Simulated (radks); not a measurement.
Values are calculated unless marked as measured or tabulated.
Task: Valence configurations of Cu+ (all share [Ar]). Code: a radial shooting solver on a logarithmic mesh with Libxc functionals. Model: non-relativistic Kohn-Sham, BLYP, spin-unpolarised, spherical densities, point nucleus. Order these by energy: 3d8 4s2; 3d7.5 4p2.5; 3d8 4p2; 3d10; 3d8 4s1.5 4p0.5; 3d8 4s1 4p1; 3d9 4s1; 3d9.5 4p0.5; 3d9 4p1; 3d9.5 4s0.5.

Result: From the lowest, in eV above it: 3d10 0.000; 3d9.5 4s0.5 1.413; 3d9 4s1 3.740; 3d9.5 4p0.5 4.133; 3d9 4p1 9.530; 3d8 4s2 11.663; 3d8 4s1.5 4p0.5 14.848; 3d8 4s1 4p1 18.082; 3d8 4p2 24.690; 3d7.5 4p2.5 34.688. NIST lists [Ar] 3d10 as the ground configuration; this level of theory agrees among the configurations tried. The energies are those of spherical spin-averaged densities, not of single terms.
